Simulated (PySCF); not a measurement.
Results of a calculation; reference values are marked as such.
For a regular tetrahedral d7 complex 10Dq is 2213 cm⁻¹, Racah B 1176 cm⁻¹ and C 4369 cm⁻¹.

Question: Which are the lowest 8 multiplets of ligand-field theory, and at what energies?

Answer: 
| state | E / cm⁻¹ | E/B | CASSCF root / cm⁻¹ |
| --- | --- | --- | --- |
| 4A2 | 0 | 0.0 | 0 |
| 4T2 | 2213 | 1.9 | 2051 |
| 4T1 | 3936 | 3.3 | 3624 |
| 2E | 19407 | 16.5 | 19336 |
| 2T1 | 19706 | 16.8 | 19446 |
| 2A1 | 20024 | 17.0 | 19589 |
| 4T1 | 20348 | 17.3 | 20127 |
| 2T2 | 20708 | 17.6 | 20594 |

Δ/B = 1.9 on the Tanabe–Sugano diagram. The parameters were fitted to the CASSCF roots of [CoBr4]2-, shown in the last column; over these levels the model misses the roots by 236 cm⁻¹ rms. CASSCF lacks dynamic correlation, so its B and C lie well above those fitted to measured bands.
